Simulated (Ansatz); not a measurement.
Geometry optimisation, RKS PBE0-D4/def2-SVP in Ansatz 0.2.0.

The input (input.yaml):

```yaml
crystal:
  periodic: [false, false, false]
  atoms:
    - { symbol: Al, position_ang: [-0.003029, 0.227463, 0.06294] }
    - { symbol: Cl, position_ang: [-0.006423, 0.49606, 2.229373] }
    - { symbol: Cl, position_ang: [1.800718, 0.194878, -0.966283] }
    - { symbol: Cl, position_ang: [-1.807871, 0.154302, -0.96192] }
    - { symbol: H, position_ang: [0.097182, -2.422679, 0.809439] }
    - { symbol: H, position_ang: [0.063323, -1.915624, 1.321451] }
basis:
  gaussian: { orbitals: def2-SVP }
hamiltonian:
  xc: pbe0
  dispersion: d4
relax:
  f_tol: 0.03
  max_steps: 50
```

Command:

```bash
$ ansatz run input.yaml --threads 1 --pin off --max-ram 2048MiB --backend cpu --events-out ev --progress --plain --runs-dir out
```

Where does it end, and by what steps?

The forces met the threshold. After 6 steps the energy has fallen by 0.206 eV; H5 moved furthest, 0.44 Å.

```tsv
step	energy less start (eV)	largest force component (eV/Å)	accepted
0	0.0000	1.433	yes
1	-0.1026	1.402	yes
2	-0.1524	0.666	yes
3	-0.1785	0.487	yes
4	-0.2000	0.300	yes
5	-0.2051	0.115	yes
6	-0.2061	0.015	yes
```

```xyz
6
Properties=species:S:1:pos:R:3
Al 0.008 0.071 0.227
Cl -0.002 0.699 2.221
Cl 1.805 0.020 -0.832
Cl -1.790 -0.054 -0.824
H 0.075 -2.119 0.486
H 0.047 -1.882 1.218
```

Whether the end is a true minimum wasn't checked by a vibrational analysis.

The run took 22 s on 1 thread of Arm Neoverse V2, with other jobs on the host, peak memory 0.17 GiB.
